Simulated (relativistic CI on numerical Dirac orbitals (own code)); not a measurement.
# The spin-orbit constant of Cr5+ from its measured fine structure

Problem. The ground term 2D of Cr5+ (3s2.3p6.3d) has the measured levels J = 3/2: 0.0, J = 5/2: 940.0 cm⁻¹ (Sugar and Corliss, J. Phys. Chem. Ref. Data 6, 317 (1977)). Test the interval rule and estimate ζ(3d).

Working.
1. In LS coupling E(J) − E(J − 1) = AJ. The intervals give A = 376.0 (J = 5/2) cm⁻¹.
2. A doublet has one interval, so the rule cannot be tested.
3. The whole width divided by the sum of the upper J values gives a mean A = 376.0 cm⁻¹.
4. For the Hund term of a shell that is less than half full, A = +ζ/2S with 2S = 1, so ζ = 376 cm⁻¹.

Check. The value calculated from Dirac-Coulomb-Breit radial functions of this configuration is ζ = 359 cm⁻¹, 4 % below the estimate from measurement. The same recipe applied to the calculated levels returns 362 cm⁻¹, which shows the bias of the recipe itself.
